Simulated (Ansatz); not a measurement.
One change: `[F][InH2]` becomes `[Cl][InH2]`.

Ansatz, PBE0-D4/def2-TZVP geometries, multiplicity 1. 

Elements past krypton have def2 core potentials.

```tsv
property	`[F][InH2]`
HOMO energy (B3LYP/def2-TZVPP) / eV	-8.55
size of the dipole moment (ωB97M-V/def2-TZVPP) / D	3.07
HOMO energy (ωB97M-V/def2-TZVPP) / eV	-10.97
HOMO–LUMO gap (PBE/def2-TZVPP) / eV	4.73
LUMO energy (PBE0/def2-TZVPP) / eV	-1.83
LUMO energy (PBE/def2-TZVPP) / eV	-2.55
```

(1) Give the same properties after the change, and the shifts. (An estimate is asked.)

Results:

(1) Computed: 
```
                                          property  `[Cl][InH2]`  shift
               HOMO energy (B3LYP/def2-TZVPP) / eV         -7.96   0.59
size of the dipole moment (ωB97M-V/def2-TZVPP) / D          2.86  -0.21
             HOMO energy (ωB97M-V/def2-TZVPP) / eV        -10.42   0.55
               HOMO–LUMO gap (PBE/def2-TZVPP) / eV          4.19  -0.54
                LUMO energy (PBE0/def2-TZVPP) / eV         -1.98  -0.15
                 LUMO energy (PBE/def2-TZVPP) / eV         -2.70  -0.15
```

With PBE0 the HOMO rises by 0.54 eV and the LUMO falls by 0.15 eV, so the gap narrows by about 0.69 eV. PBE moves the HOMO by 0.39 eV and ωB97M-V by 0.55 eV. Dipoles are sizes alone; their direction can turn.

B3LYP here is the variant with VWN-RPA as its local correlation; programs differ in this.
